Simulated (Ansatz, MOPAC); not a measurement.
Spectroscopic constants of TiSi, multiplicity 5 (lowest of 2S+1 = 1, 3, 5, 7 at PBE0/def2-TZVPP; our sources give no spin for the ground state, which may be another). No spin–orbit coupling. Ti is treated without relativity.

Constants: fifth-degree fit in 1/R to seven points, most abundant isotopes. Runs in def2 and cc sets follow the lowest solution found near the PBE0 minimum.

The state reached by PM6 isn't checked.

The values were computed with Ansatz (an electronic-structure program); MOPAC for PM6 (differences of heats of formation). Each number belongs to the level named beside it.

Question: What bond length and harmonic frequency does PM6 give?

Answer: r_e = 2.465 Å, ω_e = 327 cm⁻¹.

Question: What bond length and harmonic frequency does PBE/def2-TZVPP give?

Answer: r_e = 2.437 Å, ω_e = 366 cm⁻¹.

Question: What bond length and harmonic frequency does PBE0/def2-TZVPP give?

Answer: r_e = 2.422 Å, ω_e = 375 cm⁻¹.
